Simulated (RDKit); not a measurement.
Input for RDKit: MMFF94 on CH5N (SMILES CN).

```python
from rdkit import Chem
from rdkit.Chem import AllChem, rdDetermineBonds

blocks = [
'''7

C    -0.97873454    0.27068684    0.08908534
N     0.42796626    0.15752885    0.47034665
H    -1.23483001   -0.54924968   -0.58361660
H    -1.12707285    1.20073525   -0.46169034
H    -1.68813673    0.25599230    0.92701826
H     0.59615197   -0.70615524    0.97161587
H     0.69621165    0.91703106    1.08415675
''',
]
mol = None
for b in blocks:
    f = Chem.MolFromXYZBlock(b)
    rdDetermineBonds.DetermineBonds(f, charge=0)
    mol = f if mol is None else Chem.CombineMols(mol, f)
Chem.SanitizeMol(mol)
print(Chem.MolToSmiles(Chem.RemoveHs(mol)))
ff = AllChem.MMFFGetMoleculeForceField(mol, AllChem.MMFFGetMoleculeProperties(mol), nonBondedThresh=100.0, ignoreInterfragInteractions=False)
e = ff.CalcEnergy()
print(f'MMFF94 energy {e:.6f} kcal/mol')
```

Output:

```
CN
MMFF94 energy -1.160480 kcal/mol
```

The run finished.

Cost: roughly 0.020 core-seconds.
